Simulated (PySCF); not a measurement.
**Broadened absorption spectrum of CdMe2**

Species: CdMe2, C2H6Cd (singlet state).
SMILES: `[CH3][Cd][CH3]`

Method used: TDDFT CAM-B3LYP/def2-SVPD, vertical, gas phase, core orbitals frozen in the response, def2 core potentials past Kr (PySCF 2.14.0, density-fitted response routines). Geometry: PBE0-D3(BJ)/def2-SVP; no solvent, vibrations or thermal averaging. Spin–orbit coupling is left out.

Each state is given a Gaussian of 0.3 eV full width at half maximum, with ε(max) = 2.175×10⁸ f / Δν̃ (Δν̃ the width in cm⁻¹). The width is an assumption, not a result. The curve ends short of the highest state used, and states not computed would add to its high-energy end.

```tsv
E (eV)	ε (L mol⁻¹ cm⁻¹)
5.10	0
5.22	0
5.33	0
5.45	1
5.56	1
5.68	1
5.79	0
5.91	9
6.02	217
6.14	2990
6.26	16956
6.37	38164
6.49	39514
6.60	18711
6.72	3537
6.83	352
6.95	12
7.07	3
7.18	60
7.30	1115
7.41	7582
7.53	26263
7.64	37627
7.76	23800
7.88	6199
7.99	828
8.11	39
8.22	1
8.34	0
8.45	9
```

Task: Locate the maxima and give the states behind the curve.

Result: 193 nm (6.44 eV), ε about 43000, made up of S3 (100%); 162 nm (7.64 eV), ε about 38000, made up of S5 (50%) and S6 (50%) (ε in L mol⁻¹ cm⁻¹; maxima over ε = 5, shares over 10%). At its high-energy end, 8.45 eV, the curve is still rising (ε about 9.4, from S8). The states used: S1 5.55 eV (f 0.0000); S2 5.55 eV (f 0.0000); S3 6.43 eV (f 0.483); S4 7.21 eV (f 0.0000); S5 7.64 eV (f 0.209); S6 7.64 eV (f 0.209); S7 8.03 eV (f 0.0000); S8 8.84 eV (f 0.011); S9 9.05 eV (f 0.0000); S10 9.05 eV (f 0.0000).

Task: Coming from long wavelengths, where does ε first pass 100 L mol⁻¹ cm⁻¹?

Result: At about 207 nm (5.99 eV), 0.44 eV above S1.

Task: What would ε be at 6.44 eV, the highest of these maxima, with half the width (0.15 eV)?

Result: About 86500 L mol⁻¹ cm⁻¹ against 43400, a factor of about 1.99; a lone state at its own centre would give exactly 2.

Task: On this curve, what absorbance would a 10⁻⁴ mol/L sample give at 193 nm over a 1 cm path?

Result: 193 nm is 6.424 eV, where ε is about 43000 L mol⁻¹ cm⁻¹, so A = ε c l ≈ 4.3 (Beer–Lambert, with the gas-phase spectrum and the assumed width).
